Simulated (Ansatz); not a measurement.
`CB(O)F` + `O[SiH3]` → `OB(F)O[SiH3]` + CH₄  (ligand exchange at a B–C bond)

Program: Ansatz. Geometries: PBE0-D4/def2-TZVP. ΔE: electronic, gas phase. CCSD(T)/CBS is the MP2 limit (def2-TZVPP, def2-QZVPP) plus CCSD(T) − MP2 in def2-TZVPP, frozen cores. This one scheme is used for every species. Each species was taken in one conformer, which may not be the lowest.

| species | CCSD(T)/CBS(def2) energy (Eh) |
| --- | --- |
| `CB(O)F` | -240.35473 |
| `O[SiH3]` | -366.69042 |
| `OB(F)O[SiH3]` | -566.62981 |
| CH₄ | -40.46206 |

Task: Work out ΔE.

Result: ΔE = (-566.62981) + (-40.46206) − (-240.35473) − (-366.69042) = -0.04672 Eh = -122.7 kJ/mol.

Largest T1 diagnostic among the species: 0.012.

In def2-TZVPP, CCSD(T) changes the Hartree–Fock value by +14.8 kJ/mol (the triples alone add +1.4 kJ/mol) and MP2 by +15.0 kJ/mol. The D4 term adds −3.3 kJ/mol with B3LYP and −1.9 kJ/mol with PBE0; it sums over pairs of atoms, weighted by their polarisabilities, and B3LYP, whose exchange is more repulsive, gets the larger term.

B3LYP here is the variant with VWN-RPA as its local correlation; programs differ in this.
